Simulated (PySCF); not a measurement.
C4H4F2. Atoms are numbered in the order given.

```xyz
10

C      2.8005    -0.2535     0.0000
C      1.5700     0.1940     0.0000
C      0.3304     0.6257     0.0000
C     -0.8488    -0.2993     0.0000
F     -1.6287    -0.0581     1.0956
F     -1.6287    -0.0581    -1.0956
H      3.3347    -0.4449     0.9367
H      3.3347    -0.4449    -0.9367
H      0.0976     1.6971     0.0000
H     -0.5630    -1.3629     0.0000
```

The structure is a stationary point at TPSSh-D3(BJ)/def2-SVP. Other conformers were not sampled.

Computed with HF/def2-TZVP (PySCF).

Isolated molecule, no solvent.

```
Property                                                                                                       Result
---------------------------------------------------------------------------------------------  ----------------------
total energy                                                                                       -352.75903 hartree
point group                                                                                                        Cs
highest occupied level                                                                                      -10.95 eV
lowest empty level                                                                                            3.48 eV
orbital gap                                                                                                  14.43 eV
dipole moment                                                                                                  2.98 D
quadrupole, principal values (traceless, Buckingham form, about the centre of nuclear charge)   -4.19, 0.20, 3.98 D·Å
mean static polarisability                                                                       50.0 bohr³ (7.41 Å³)
polarisability, principal values                                                               35.5, 35.9, 78.6 bohr³
```
